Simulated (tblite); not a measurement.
C₈H₈Cl (doublet state).
Geometry (GFN2-xTB, Å), atoms numbered from 1 in this order:
```
atom  x, y, z in Å
C1     3.0002    0.1475    0.3219
C2     2.1200   -0.9917    0.1257
C3     0.8855   -1.3886   -0.0069
C4    -0.3230   -0.5629    0.0068
C5    -1.5891   -1.0123   -0.1280
C6    -2.5470    0.1302   -0.0655
C7    -1.6242    1.2898    0.1289
Cl8   -2.2105    2.8928    0.2738
C9    -0.3486    0.8835    0.1688
H10    2.7774    0.6526    1.2658
H11    2.9032    0.8602   -0.5018
H12    4.0445   -0.1741    0.3589
H13    0.6752   -2.4459   -0.1465
H14   -1.9021   -2.0311   -0.2621
H15   -3.1325    0.2282   -0.9822
H16   -3.2553    0.0337    0.7600
H17    0.5193    1.5001    0.2974
```

Method: GFN2-xTB as coded in tblite; computed harmonic values from a numerical Hessian at the method's own geometry, unscaled. This tight-binding method is rough: wavenumbers can miss measured ones by several per cent, in bad cases by 10 to 20. One conformer, not necessarily the lowest. Open shells enter through the occupations alone, without spin polarisation, and single modes of such species can be off by tens of per cent.

Harmonic wavenumbers (cm⁻¹): 38.8, 99.2, 103.7, 146.3, 197.5, 235.2, 314.5, 341.7, 392.8, 414.3, 500.2, 562.9, 657.6, 720.2, 795.4, 823.5, 856.7, 883.7, 919.9, 975.9, 991.1, 1008.8, 1032.3, 1045.2, 1051.5, 1164.8, 1185.5, 1250.3, 1253.9, 1336.1, 1371.1, 1391.4, 1433.9, 1461.7, 1555.7, 1621.9, 1770.5, 2930.4, 2946.3, 2953.8, 2961.0, 2969.7, 2978.0, 3141.6, 3169.0.

A = 2611, B = 775.2, C = 602.2 MHz; mass 139.031 u (most abundant isotopes); point group Cs, symmetry number 1; spin multiplicity 2.

Question: What is the zero-point energy?

Answer: Half the sum of the wavenumbers: 27978 cm⁻¹ = 334.69 kJ/mol.

Question: Entropy at 200 K, 1 bar (ideal gas, RRHO, classical rotation)?

Answer: Translation 162.10, rotation 120.36, vibration 73.42, spin (R ln 2) 5.76: S = 361.6 J/(mol K).

Question: And Cp and H(200 K) − H(0)?

Answer: Cp = 112.28 J/(mol K), of which vibrations give 79.02 (their classical limit is 45 R = 374.2); H(200 K) − H(0) = 14.64 kJ/mol without the zero-point energy, 7.99 from vibrations.

Question: How do the functions run with temperature in this model?

Answer: 
| T (K) | S (J/(mol K)) | Cp (J/(mol K)) | H − H(0) (kJ/mol) | G − H(0) (kJ/mol) | ln q(vib) |
| --- | --- | --- | --- | --- | --- |
| 100 | 298.2 | 74.7 | 5.28 | -24.55 | 1.63 |
| 300 | 414.5 | 151.5 | 27.82 | -96.54 | 6.42 |
| 500 | 509.2 | 221.3 | 65.47 | -189.12 | 11.16 |
| 800 | 628.8 | 286.5 | 142.59 | -360.45 | 17.98 |
| 1000 | 695.9 | 313.9 | 202.79 | -493.07 | 22.20 |

q(vib) and H(0) count from the zero-point level.

Question: Blend soft modes into free rotors: weight 1/[1 + (100 cm⁻¹/ν̃)⁴] for the oscillator and the rest for a rotor with moment μB/(μ + B), μ = h/(8π²ν), B = 10⁻⁴⁴ kg m². What vibrational entropy results?

Answer: 68.22 J/(mol K) in place of 73.42, which changes −T·S at 200 K by +1.04 kJ/mol.

Hindered rotation and anharmonicity are outside this model. Other conformers, if any are populated, would add a mixing term that is left out.

Hardware: one thread, Arm Neoverse N1 (aarch64) (shared host). Cost: 1.0 s. This covers the Hessian and the dipole derivatives.
